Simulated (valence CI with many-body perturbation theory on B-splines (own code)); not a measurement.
**Questions on Ho⁶⁰⁺**

Level of theory: valence CI with perturbative core correlation (CI+MBPT): five valence electrons over a frozen Dirac-Fock core [He], radial functions for each j: 9 s, 9 p, 8 d, 6 f, 3 g, 1 h, with the one-electron correlation potential Σ1, the two-electron term Σ2, the three-electron term Σ3, Breit, model QED; selected CI, second order for the rest (own B-spline code, finite nucleus).

The last digits are not significant, and no measured levels were compared; by estimate large intervals hold to a few tenths of a per cent, small ones and those within an open d or f shell to about a per cent. Among the levels kept, up to 1100 cm⁻¹ of a level comes from second order outside the variational space, and about a tenth of that is noise between levels of different J, which matters for small intervals.

Levels are named by their leading jj configuration (3d3/2^4 stands for four electrons in 3d with j = 3/2), which in mixed levels can hold well under half, so a name can repeat and another be missing.

Rates and lifetimes use the calculated energies. Strong lines usually hold to 10 to 20 %, long lifetimes can be off by a factor of two.

(1) What is the ground level?

(2) Name the longest-lived excited levels whose lifetime is computed, and their main decay.

(3) Where does the other parity begin?

(4) Among levels below 8869.3 eV, which E1 lines absorb most strongly from the ground level?

(5) What are the static dipole polarisabilities of the lowest levels?

Results:

(1) (2s^2 2p1/2^2 2p3/2) J=3/2, composition 48 % 2s²2p³ ²P° + 27 % 2s²2p³ ²D° + 25 % 2s²2p³ ⁴S°, g = 1.325.

(2) (2s^2 2p1/2 2p3/2^2) J=5/2 at 896.6 eV lives 918 ps, mostly by M1 to (2s^2 2p1/2^2 2p3/2) J=3/2; (2s^2 2p1/2 2p3/2^2) J=1/2 at 941.1 eV lives 271 ps, mostly by M1 to (2s^2 2p1/2^2 2p3/2) J=3/2; (2s^2 2p1/2 2p3/2^2) J=3/2 at 874.1 eV lives 157 ps, mostly by M1 to (2s^2 2p1/2^2 2p3/2) J=3/2.

(3) At (2s 2p1/2^2 2p3/2^2) J=5/2, 1171.2 eV.

(4) to (2s^2 2p1/2^2 3d5/2) J=5/2 at 0.1607 nm, f = 0.545; to (2s^2 2p1/2 2p3/2 3d3/2) J=5/2 at 0.1449 nm, f = 0.499; to (2s^2 2p1/2 2p3/2 3d3/2) J=3/2 at 0.1448 nm, f = 0.269.

(5) (2s^2 2p1/2^2 2p3/2) J=3/2 0.000119 (tensor 2.3e-05) bohr³, of which the core gives 3.49e-07.
